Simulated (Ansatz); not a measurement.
Consider the atomization: `CB1[SiH2][SiH2]1` → B• + C• + 7 H• + 2 Si•.

Program: Ansatz. Geometries: PBE0-D4/def2-TZVP. ΔE: electronic, gas phase. CCSD(T)/CBS is the MP2 limit (def2-TZVPP, def2-QZVPP) plus CCSD(T) − MP2 in def2-TZVPP, frozen cores. This one scheme is used for every species, atoms too. Functionals use def2-TZVPP. B3LYP here is the variant with VWN-RPA as its local correlation; programs differ in this. HSE06 is defined as in plane-wave codes. No spin–orbit coupling; open shells (•) take unrestricted orbitals. Spin–orbit coupling would lower the free atoms: a little for B, C, Si.

Q: What is ΔE at CCSD(T)/CBS? (An estimate is asked.)

A: Computed: +3568.5 kJ/mol.

Q: What do these levels give: LDA (SPW92), B3LYP-D4, HSE06-D4, r2SCAN, PBE0, HF/def2-TZVPP? (Estimate.)

A: Ansatz gave: LDA (SPW92) 4031.7, B3LYP-D4 3580.7, HSE06-D4 3590.9, r2SCAN 3603.9, PBE0 3568.8, HF/def2-TZVPP 2682.5 kJ/mol.

Largest T1 diagnostic among the species: 0.015.

From r2SCAN to r2SCAN0 (25 % exact exchange), in def2-TZVPP and without D4, ΔE moves by −35.8 kJ/mol: exact exchange takes away binding that semilocal exchange gives to molecules. At CCSD(T), def2-SVP lies −187.3 kJ/mol from the extrapolated value and def2-TZVPP −83.2 kJ/mol: correlation converges slowly with the basis, and small sets miss more of it in the bonded molecule than in its fragments. Leaving LDA and LC-ωPBE aside and taking each functional with its dispersion term where it has one, the values, not all of them listed here, spread over 112.8 kJ/mol, from BHLYP-D4 to B97M-V. LDA lies +436.0 kJ/mol from PBE without D4, its usual overbinding.

For atomizations the MP2-based limit and the directly extrapolated one differ by several kJ/mol either way, and by 10 to 25 for some Ge, Se and Sn compounds, so smaller differences from it don't rank the levels.
